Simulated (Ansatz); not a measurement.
A structure relaxed at PBE-D4/def2-SVPD in Ansatz, charge -1, singlet:

```xyz
6

B     0.053   -0.055    0.105
Si    0.521    0.769   -1.647
Si    1.683   -1.683    3.432
Si   -1.386    1.390   -2.816
Si    0.821   -0.827    1.662
Si   -1.692    0.406   -0.736
```

(1) Give its formula and point group.

(2) Summarise the bond lengths by kind (pairs closer than 1.2 times the sum of covalent radii, bridged metal pairs left out).

Answers

(1) the cluster Si5B⁻. Point group C2v (tolerance 0.1 Å).

(2) 4 × Si–Si 2.15 to 2.42 Å; 3 × B–Si 1.90 to 1.99 Å.

The restricted singlet is unstable towards broken spin symmetry at other levels; at PBE-D4/def2-SVPD this wasn't settled. Another isomer (singlet) lies 1.03 eV lower at PBE0-D4/def2-TZVPD; other spin states weren't run for this one.
